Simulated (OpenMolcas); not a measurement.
# Sn: effect of the active space

```
Program             : OpenMolcas
Method              : CASSCF or its RAS form
Basis               : ANO-RCC-VQZP
Scalar Hamiltonian  : DKH2, point nucleus
Spin-orbit coupling : RASSI with atomic mean-field integrals over the reference wave functions, term energies averaged over their components
```

A. 2 electrons in 3 orbitals (5p); 2S+1 = 3 even, 3 roots; 2S+1 = 1 even, 6 roots; cost roughly 4 core-seconds
B. 4 electrons in 4 orbitals (5s 5p); 2S+1 = 3 even, 3 roots; 2S+1 = 1 even, 6 roots; 2S+1 = 5 odd, 1 root; 2S+1 = 3 odd, 5 roots; cost roughly 17 core-seconds
C. 4 electrons in 8 orbitals (5s 5p 6s 6p); 2S+1 = 3 even, 3 roots; 2S+1 = 1 even, 6 roots; 2S+1 = 5 odd, 1 root; 2S+1 = 3 odd, 5 roots; cost of the order of 22 core-seconds
D. 2 electrons in 9 orbitals (RAS2 5p; RAS3 5d 6s, at most 1 electron); 2S+1 = 3 even, 3 roots; 2S+1 = 1 even, 6 roots; 2S+1 = 3 odd, 10 roots; 2S+1 = 1 odd, 8 roots; cost roughly 18 core-seconds
E. 4 electrons in 9 orbitals (RAS2 5s 5p; RAS3 5d, at most 2 electrons); 2S+1 = 3 even, 3 roots; 2S+1 = 1 even, 6 roots; 2S+1 = 5 odd, 1 root; 2S+1 = 3 odd, 8 roots; 2S+1 = 1 odd, 5 roots; cost about 40 core-seconds

Energies in cm⁻¹ above 5s² 5p² ³P₀, the measured ground level; measured values from NIST Handbook of Basic Atomic Spectroscopic Data.

| Level | A | B | C | D | E | Measured |
| --- | --- | --- | --- | --- | --- | --- |
| 5s² 5p² ³P₀ | 0.0 | 0.0 | 0.0 | 0.0 | 0.0 | 0.0 |
| 5s² 5p² ³P₁ | 1363 | 1469 | 1374 | 1363 | 1417 | 1692 |
| 5s² 5p² ³P₂ | 3086 | 3184 | 2981 | 3086 | 3144 | 3428 |
| 5s² 5p² ¹D₂ | 10295 | 10480 | 9933 | 10295 | 10319 | 8613 |
| 5s² 5p² ¹S₀ | 21561 | 17488 | 16252 | 21561 | 19921 | 17162 |

Deviations, from unrounded energies. A percentage is the sum of absolute deviations over the sum of measured energies, with the sign that they share, or ± where signs differ.

| Against measurement | Levels | A | B | C | D | E |
| --- | --- | --- | --- | --- | --- | --- |
| mean absolute deviation (cm-1) | 4 | 1700 | 660 | 750 | 1700 | 1300 |
| fine structure of the ground term (%) | 2 | -13.1 | -9.1 | -14.9 | -13.1 | -10.9 |
| other terms of the ground configuration (%) | 2 | +23.6 | +8.5 | ±8.7 | +23.6 | +17.3 |

B lies closest to measurement on these levels and D furthest from it. The largest miss of B in the table is 5s² 5p² ¹D₂, by +1900 cm-1. The ranking rests on the paired levels alone, and a cruder setting can come out closer through cancelling errors.

Among A to E the level of the table that moves most is 5s² 5p² ¹S₀, by 5300 cm-1 (lowest in C, highest in D).

With the s shell closed, the reference lacks s² → p² mixing (holds for A; D). Active for correlation alone: 6p 6s; no level in the range computed is led by a configuration that fills them, so any true level of that kind is missing (holds for C). The run also gave levels led by 5s² 5p 5d, which use shells meant for correlation; these and all levels above them are left out (holds for E). Measured partners are found by configuration, term and J. A level has none where our copy of the source lacks it or the pairing is in doubt (some pairs that miss far off the trend of their configuration count as doubtful), and it then counts in no deviation. Only configurations of the active space appear. Levels that lie high or do not pair safely by name in every column are left out.
